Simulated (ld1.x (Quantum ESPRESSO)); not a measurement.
Which change was made? (Tl, TM)

ld1.x (Quantum ESPRESSO) 7.5 input, shortened:

```
&input
   title='Tl', zed=81., rel=1, dft='PBESOL', iswitch=3,
   config='[Xe] 4f14 5d10 6s2 6p0.75 6d-2'
 /
 &inputp
   pseudotype=2, tm=.true., lloc=0,
   nlcc=.false.
 /
3
6P  2  1   0.75   0.00  3.00  3.00  0.0
6D  3  2  -2.00  -0.20  2.30  2.30  0.0
6S  1  0   2.00   0.00  1.70  1.70  0.0
 &test
   configts(1)='6s2 6p0.75'
 /
```

Cutoffs, loose and tight: the cutoffs (Ry, on a coarse ladder) from which the occupation-weighted sum of valence levels, in a spherical-Bessel basis at the reference potential, stays within 10 and 1 mRy of its value at 400 Ry. They do not see the model core or the augmentation charge, which bear on the density cutoff. Test errors are all-electron minus pseudo excitation energies from the reference, over the configurations 6s2 6p1; 6s2 6p0; 6s1 6p0; 6s0 6p3; 6s1 6p1; 6s2 6p1.3; 6s2 6p0.5; variants that change the core or the reference have their own tests. The largest error is taken over the tests solved by every variant that gives reliable tests at all, those not shown here included: 6s0 6p3; 6s1 6p1; 6s2 6p0; 6s2 6p0.5; 6s2 6p1; 6s2 6p1.3.

The base gives: outcome: generated; cutoff, loose: 30 Ry; cutoff, tight: 80 Ry; bound ghosts: d; largest test error (meV): +157.

Q: After one change the result is: outcome: generated; cutoff, loose: 30 Ry; cutoff, tight: 80 Ry; bound ghosts: d, s; largest test error (meV): +753. Which change was it?
A. local potential all-electron potential smoothed inside 2.10 bohr (lloc = -1)
B. wave 6s (bound): rc 1.70 bohr becomes 6s (bound): rc 2.42 bohr
C. core correction a·sin(br)/r model core inside 0.66 bohr

A: A. The others give: core correction a·sin(br)/r model core inside 0.66 bohr → outcome: generated; cutoff, loose: 30 Ry; cutoff, tight: 80 Ry; bound ghosts: d; largest test error (meV): -181 | wave 6s (bound): rc 1.70 bohr becomes 6s (bound): rc 2.42 bohr → outcome: generated; cutoff, loose: 18 Ry; cutoff, tight: 25 Ry; bound ghosts: d; largest test error (meV): +151.
